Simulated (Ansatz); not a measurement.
Input for Ansatz (a quantum-chemistry and plane-wave program): R-B3LYP-D3(BJ)/def2-TZVP on CeO2 (SMILES [O]=[Ce]=[O]). Elements past Kr take the def2 small-core potentials; no spin–orbit coupling.

Ansatz 0.2 input:
```yaml
crystal:
  periodic: [false, false, false]
  atoms:
    - {symbol: Ce, position_ang: [0.38433690, -0.34363763, 0.42037586]}
    - {symbol: O, position_ang: [1.16058224, 0.38385988, -1.30074940]}
    - {symbol: O, position_ang: [-1.56989569, -0.00469354, 0.82763380]}
basis:
  gaussian:
    orbitals: def2-TZVP
hamiltonian:
  xc: b3lyp
  dispersion: d3bj
relax: {f_tol: 0.003, max_steps: 120}
```

Problem. Predict the final total energy.

Solution. -625.7503 hartree.

Problem. How many basis functions does it have, and what does it roughly cost on one machine?

Solution. 155 functions; about 60 core-seconds (a rough figure).
